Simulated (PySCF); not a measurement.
## Electron correlation in Cd (cadmium, neutral)

[Kr] 4d10 5s2, closed-shell 1S. All numbers are calculated (PySCF 2.14, scalar relativity through the core potential, in cc-pVDZ-PP with ECP28MDF (4s4p3d1f, 38 functions)). Frozen: 4s2 4p6; 12 electrons correlated.

MP2 pair energies summed by pair of shells (mhartree):

```
 pair   energy  share (%)
4d-4d  -263.54       78.8
4d-5s   -51.39       15.4
5s-5s   -19.70        5.9
```

Total MP2 correlation energy: -334.63 mhartree.

Same-spin part -120.42 and opposite-spin part -214.21 mhartree; SCS-MP2 scales them by 1/3 and 6/5 to -297.20 mhartree.

| level | correlation energy (mhartree) |
| --- | --- |
| CCSD | -322.83 |
| (T) | -5.79 |
| CCSD(T) | -328.62 |

Diagnostics: T1 = 0.0086, D1 = 0.0285, largest double amplitude 0.082.

Cost of the coupled-cluster step: 0.21 s of wall time on 1 thread of Intel(R) Xeon(R) 6975P-C (shared host), for 12 correlated electrons.

Iterations:

```
CC2 = 0
CCSD nocc = 6, nmo = 34
frozen orbitals [0, 1, 2, 3]
max_cycle = 100
direct = 0
conv_tol = 1e-08
conv_tol_normt = 1e-06
diis_space = 8
diis_start_cycle = 0
Init t2, MP2 energy = -167.172379996091  E_corr(MP2) -0.334630485013086
Init E_corr(CCSD) = -0.334630485013958
cycle = 1  E_corr(CCSD) = -0.315936423912176  dE = 0.0186940611  norm(t1,t2) = 0.0436902
cycle = 2  E_corr(CCSD) = -0.321810392956879  dE = -0.00587396904  norm(t1,t2) = 0.0158965
cycle = 3  E_corr(CCSD) = -0.322410526897678  dE = -0.000600133941  norm(t1,t2) = 0.00639024
cycle = 4  E_corr(CCSD) = -0.322844076963315  dE = -0.000433550066  norm(t1,t2) = 0.000888918
cycle = 5  E_corr(CCSD) = -0.322834935629975  dE = 9.14133334e-06  norm(t1,t2) = 0.000101374
cycle = 6  E_corr(CCSD) = -0.322832354246315  dE = 2.58138366e-06  norm(t1,t2) = 2.14592e-05
cycle = 7  E_corr(CCSD) = -0.322832729168385  dE = -3.7492207e-07  norm(t1,t2) = 7.08173e-06
cycle = 8  E_corr(CCSD) = -0.322832768817086  dE = -3.96487007e-08  norm(t1,t2) = 7.65354e-07
cycle = 9  E_corr(CCSD) = -0.322832736877137  dE = 3.19399485e-08  norm(t1,t2) = 1.42497e-07
cycle = 10  E_corr(CCSD) = -0.322832735278635  dE = 1.59850211e-09  norm(t1,t2) = 3.57089e-08
CCSD converged
E(CCSD) = -167.1605822463568  E_corr = -0.322832735278635
CCSD(T) correction = -0.00579274743940136
```
